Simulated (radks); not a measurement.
Q: Sm V, configuration [Xe] 4f4. Calculated with a radial shooting solver on a logarithmic mesh with Libxc functionals: Dirac Kohn-Sham, PBE, spin-unpolarised, spherical densities, finite nucleus; open shells fill j = l - 1/2 first; Fermi nuclear charge, rms radius 5.0819 fm.

Spin-orbit splittings of the eigenvalues, e(l+1/2) - e(l-1/2), with zeta = 2 splitting/(2l+1) and mean radii in bohr:

shell  occ.  splitting (eV)  zeta (eV)  <r> j=l-1/2  <r> j=l+1/2
2p        6           602.7      401.8      0.08074      0.08736
3p        6           122.0      81.34       0.2442       0.2570
3d       10           26.48      10.59       0.2287       0.2326
4p        6               ?          ?       0.5906       0.6189
4d       10           4.893      1.957       0.6576       0.6675
4f        4          0.6572     0.1878       0.8436       0.8513
5p        6           4.339      2.892        1.474        1.545

Estimate the 4p splitting.

A: 27.08 eV (zeta = 18.06 eV).
